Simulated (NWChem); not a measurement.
All runs are NWChem calculations. System: H3Si2, charge 1, spin multiplicity 1, at the geometry of a parent with another charge or spin, in a state set for the comparison that need not be this species' ground state. Level: RHF/def2-TZVPD.

The NWChem input:

```
start mol
memory heap 200 mb stack 900 mb global 1100 mb
charge 1
geometry units angstroms nocenter noautoz noautosym
  Si    -0.513843    -1.121835     0.033506
  Si     0.358371     0.984396    -0.035814
  H      0.887158    -1.687715    -0.219600
  H      1.771151     1.387833     0.265771
  H     -0.481708     2.224021    -0.013856
end
basis spherical
  * library def2-tzvpd
end
scf
  rhf
  nopen 0
  maxiter 100
  thresh 1e-7
  semidirect memsize 60000000 filesize 0
end
task scf energy
```

Part of the output:

```
             Northwest Computational Chemistry Package (NWChem) 7.3.0
             --------------------------------------------------------

                                NWChem Input Module
                                -------------------

 Scaling coordinates for geometry "geometry" by  1.889725989
 (inverse scale =  0.529177249)

                             Geometry "geometry" -> ""
                             -------------------------

 Output coordinates in angstroms (scale by  1.889725989 to convert to a.u.)

  No.       Tag          Charge          X              Y              Z
 ---- ---------------- ---------- -------------- -------------- --------------
    1 Si                  14.0000    -0.51384300    -1.12183500     0.03350600
    2 Si                  14.0000     0.35837100     0.98439600    -0.03581400
    3 H                    1.0000     0.88715800    -1.68771500    -0.21960000
    4 H                    1.0000     1.77115100     1.38783300     0.26577100
    5 H                    1.0000    -0.48170800     2.22402100    -0.01385600

 Effective nuclear repulsion energy (a.u.)      67.8128201118

            Nuclear Dipole moment (a.u.)
            ----------------------------
        X                 Y               Z
 ---------------- ---------------- ----------------
    -0.0000132281    -0.0000132281     0.0000056692


 Summary of "ao basis" -> "" (spherical)
 ------------------------------------------------------------------------------
       Tag                 Description            Shells   Functions and Types
 ---------------- ------------------------------  ------  ---------------------
 *                         def2-tzvpd                 on all atoms

 Summary of "ao basis" -> "ao basis" (spherical)
 ------------------------------------------------------------------------------
       Tag                 Description            Shells   Functions and Types
 ---------------- ------------------------------  ------  ---------------------
 Si                        def2-tzvpd               15       43   6s5p3d1f
 H                         def2-tzvpd                5        9   3s2p

                                 NWChem SCF Module
                                 -----------------

  ao basis        = "ao basis"
  functions       =   113
  atoms           =     5
  closed shells   =    15
  open shells     =     0
  charge          =   1.00
  wavefunction    = RHF
  use symmetry    = F
  symmetry adapt  = F

 Summary of "ao basis" -> "ao basis" (spherical)
 ------------------------------------------------------------------------------
       Tag                 Description            Shells   Functions and Types
 ---------------- ------------------------------  ------  ---------------------
 Si                        def2-tzvpd               15       43   6s5p3d1f
 H                         def2-tzvpd                5        9   3s2p

 Forming initial guess at       0.0s

      Superposition of Atomic Density Guess
      -------------------------------------

 Sum of atomic energies:        -579.17028200

 Renormalizing density from      31.00 to     30

      Non-variational initial energy
      ------------------------------

 Total energy =    -567.610018
 1-e energy   =    -907.214002
 2-e energy   =     271.791164
 HOMO         =      -0.543834
 LUMO         =      -0.479100

 Starting SCF solution at       1.1s

 ----------------------------------------------
         Quadratically convergent ROHF

 Convergence threshold     :          1.000E-07
 Maximum no. of iterations :          100
 Final Fock-matrix accuracy:          1.000E-09
 ----------------------------------------------

              iter       energy          gnorm     gmax       time
             ----- ------------------- --------- --------- --------
                 1     -579.1563591493  2.21D+00  5.70D-01      1.2
                 2     -579.2338784599  3.67D-01  7.63D-02      1.4
                 3     -579.2491944877  2.57D-02  1.04D-02      1.8
                 4     -579.2495008751  1.13D-03  2.61D-04      2.5
                 5     -579.2495011378  7.34D-07  3.05D-07      3.7
                 6     -579.2495011378  5.66D-09  2.88D-09      4.6

       Final RHF  results
       ------------------

         Total SCF energy =   -579.249501137792
      One-electron energy =   -931.095926080798
      Two-electron energy =    284.033604831183
 Nuclear repulsion energy =     67.812820111823

        Time for solution =      3.5s

             Final eigenvalues
             -----------------

              1
    1  -69.0597
    2  -69.0201
    3   -6.4089
    4   -6.3677
    5   -4.5142
    6   -4.5115
    7   -4.5113
    8   -4.4690
    9   -4.4687
   10   -4.4673
   11   -0.9635
   12   -0.8416
   13   -0.7197
   14   -0.6462
   15   -0.5452
   16   -0.2581
   17   -0.1549
   18   -0.0901
   19   -0.0861
   20   -0.0639
   21   -0.0485
   22   -0.0407
   23   -0.0143
   24   -0.0104
   25   -0.0008

                       ROHF Final Molecular Orbital Analysis
                       -------------------------------------

 Vector   13  Occ=2.000000D+00  E=-7.196616D-01
              MO Center=  6.2D-01,  1.4D+00,  7.8D-02, r^2= 2.2D+00
   Bfn.  Coefficient  Atom+Function         Bfn.  Coefficient  Atom+Function
  ----- ------------  ---------------      ----- ------------  ---------------
    59      0.338300  2 Si px                97      0.228813  4 H  s
   106     -0.193844  5 H  s

 Vector   14  Occ=2.000000D+00  E=-6.461686D-01
              MO Center=  1.2D-01, -3.6D-01, -6.3D-02, r^2= 3.2D+00
   Bfn.  Coefficient  Atom+Function         Bfn.  Coefficient  Atom+Function
  ----- ------------  ---------------      ----- ------------  ---------------
    60     -0.275726  2 Si py                17      0.259430  1 Si py
    88     -0.211807  3 H  s                 16     -0.153822  1 Si px

 Vector   15  Occ=2.000000D+00  E=-5.451608D-01
              MO Center= -5.4D-01, -9.1D-01,  6.5D-02, r^2= 2.9D+00
   Bfn.  Coefficient  Atom+Function         Bfn.  Coefficient  Atom+Function
  ----- ------------  ---------------      ----- ------------  ---------------
     5      0.470246  1 Si s                  4      0.411987  1 Si s
    16     -0.319588  1 Si px                48     -0.234790  2 Si s
     3     -0.226787  1 Si s                 60      0.180368  2 Si py

 Vector   16  Occ=0.000000D+00  E=-2.580772D-01
              MO Center=  1.5D-02,  1.6D-01, -1.1D-01, r^2= 3.6D+00
   Bfn.  Coefficient  Atom+Function         Bfn.  Coefficient  Atom+Function
  ----- ------------  ---------------      ----- ------------  ---------------
    64      0.345319  2 Si pz                61      0.338501  2 Si pz
    18      0.230797  1 Si pz                21      0.221958  1 Si pz

 Vector   17  Occ=0.000000D+00  E=-1.548970D-01
              MO Center= -7.0D-02, -1.9D-01, -7.3D-02, r^2= 5.2D+00
   Bfn.  Coefficient  Atom+Function         Bfn.  Coefficient  Atom+Function
  ----- ------------  ---------------      ----- ------------  ---------------
    21      0.449485  1 Si pz                64     -0.390619  2 Si pz
    18      0.337353  1 Si pz                61     -0.283158  2 Si pz

 Vector   18  Occ=0.000000D+00  E=-9.008051D-02
              MO Center= -3.2D-02,  2.7D-01, -1.1D-01, r^2= 9.2D+00
   Bfn.  Coefficient  Atom+Function         Bfn.  Coefficient  Atom+Function
  ----- ------------  ---------------      ----- ------------  ---------------
    49      1.819011  2 Si s                 48     -0.625457  2 Si s
     6     -0.619921  1 Si s                 62     -0.511634  2 Si px
     5     -0.359801  1 Si s                 63     -0.357711  2 Si py
    47     -0.327781  2 Si s                 20     -0.245575  1 Si py
    36      0.233657  1 Si d  2              17      0.205705  1 Si py

 center of mass
 --------------
 x =  -0.06908149 y =  -0.06106884 z =  -0.00102542

 moments of inertia (a.u.)
 ------------------
         257.982438425511         -92.189940913126           1.989557341277
         -92.189940913126          54.555078389751           4.730841382488
           1.989557341277           4.730841382488         311.200100834666

  Mulliken analysis of the total density
  --------------------------------------

    Atom       Charge   Shell Charges
 -----------   ------   -------------------------------------------------------
    1 Si  14    13.75   2.00  0.59  1.38  1.10  0.80 -0.01  4.10  1.74  0.42  1.09  0.36  0.06  0.10 -0.01  0.01
    2 Si  14    13.51   2.00  0.59  1.39  0.96  0.68 -0.04  4.11  1.73  0.48  1.26  0.15  0.08  0.14 -0.02  0.01
    3 H    1     0.94   0.23  0.53  0.19  0.01 -0.02
    4 H    1     0.90   0.23  0.52  0.15  0.01 -0.01
    5 H    1     0.90   0.23  0.52  0.15  0.01 -0.01

       Multipole analysis of the density wrt the origin
       ------------------------------------------------

     L   x y z        total         open         nuclear
     -   - - -        -----         ----         -------
     0   0 0 0      1.000000      0.000000     31.000000

     1   1 0 0      0.315731      0.000000     -0.000013
     1   0 1 0      0.584020      0.000000     -0.000013
     1   0 0 1     -0.194417      0.000000      0.000006

     2   2 0 0    -18.961111      0.000000     34.462804
     2   1 1 0      1.243769      0.000000     46.061829
     2   1 0 1      0.496813      0.000000     -0.493329
     2   0 2 0    -14.019034      0.000000    146.079461
     2   0 1 1     -0.170771      0.000000     -1.111155
     2   0 0 2    -14.783693      0.000000      0.545389

 Task  times  cpu:        4.6s     wall:        4.6s

 Total times  cpu:        4.7s     wall:        4.7s
```
